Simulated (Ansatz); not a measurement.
Gas-phase electronic energies from Ansatz, PBE0-D4/def2-TZVP geometries. CCSD(T)/CBS is the MP2 limit (def2-TZVPP, def2-QZVPP) plus CCSD(T) − MP2 in def2-TZVPP, frozen cores. This one scheme is used for every species, atoms too. Functionals use def2-TZVPP. Open shells (•) are unrestricted, without spin–orbit coupling. Spin–orbit coupling would lower the free atoms: a little for C, F; strongly for I, In. def2 core potentials past Kr. Bonds to I, In are less sure, by a few kJ/mol each and by 10 to 20 or more in all where they break to atoms, as the def2 sets lack core-valence functions. One conformer a species, not always the lowest.

Reaction (atomization): `[F][InH][CH2]I` → C• + F• + 3 H• + I• + In•

CCSD(T)/CBS gives +2022.0 kJ/mol.

Another level gave +1961.7 kJ/mol. Which?
A. PBE/def2-TZVPP
B. SCS-MP2/def2-TZVPP
C. B97M-V/def2-TZVPP
D. ωB97M-V/def2-TZVPP

B. SCS-MP2/def2-TZVPP 1961.7, ωB97M-V 1988.2, PBE 2015.5, B97M-V 1995.0 kJ/mol.

Largest T1 diagnostic among the species: 0.015.

From PBE to PBE0 (25 % exact exchange), in def2-TZVPP and without D4, ΔE moves by −45.8 kJ/mol: exact exchange takes away binding that semilocal exchange gives to molecules. The D4 term adds +26.0 kJ/mol with B3LYP and +13.5 kJ/mol with PBE0; it sums over pairs of atoms, weighted by their polarisabilities, and B3LYP, whose exchange is more repulsive, gets the larger term.

B3LYP here is the variant with VWN-RPA as its local correlation; programs differ in this.

For atomizations the MP2-based limit and the directly extrapolated one differ by several kJ/mol either way, and by 10 to 25 for some Ge, Se and Sn compounds, so smaller differences from it don't rank the levels.
